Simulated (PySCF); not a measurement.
Homolysis of single bonds, series B I-H. Gas-phase values, no solvent. Strings in code marks are SMILES.

Calculation: PySCF with ωB97X-D3(BJ)/def2-TZVP // PBE0-D3(BJ)/def2-TZVP. 

```tsv
species	dipole moment (D)
whole molecule (`IB(I)I`)	0.00
radical fragment (`I[B]I`)	0.58
whole molecule (`IBI`)	0.24
radical fragment (`[BH]I`)	0.52
whole molecule (`BI`)	0.55
radical fragment (`[BH2]`)	0.54
whole molecule (`B`)	0.00
```
